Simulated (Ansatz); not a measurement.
A series at Al: from `[NH2][Al]([NH2])[NH2]`, ligands are replaced one by one, each step taking up H₂S and setting free NH₃; n counts the steps. Ansatz, PBE0-D4/def2-TZVP geometries. Each molecule was computed in one conformer, which needn't be the lowest.

```csv
n,molecule,"HOMO energy, ωB97M-V/def2-TZVPP (eV)"
0,`[NH2][Al]([NH2])[NH2]`,-9.14
1,`[NH2][Al]([NH2])[SH]`,?
2,`[NH2][Al]([SH])[SH]`,-9.64
3,`[SH][Al]([SH])[SH]`,-9.90
```

By hand: fit a straight line y = ȳ + b (n − n̄) to the 3 given rows and predict n = 1.

n̄ = 1.667, ȳ = -9.560; Σ(n − n̄)(y − ȳ) = -1.180, Σ(n − n̄)² = 4.667, so b = -0.253 eV a step. Prediction: -9.560 + (-0.253) × (-0.667) = -9.39 eV.

By hand: compare with the computed value, -9.38 eV, and give the steps along the whole series.

The line misses by 0.01 eV (computed minus predicted). Steps: -0.24, -0.26, -0.26 eV.

The steps differ by at most 0.02 eV, 8 % of a mean step, so the ligands' effects nearly add and a line is close. The miss is 1.3 % of the series' range.
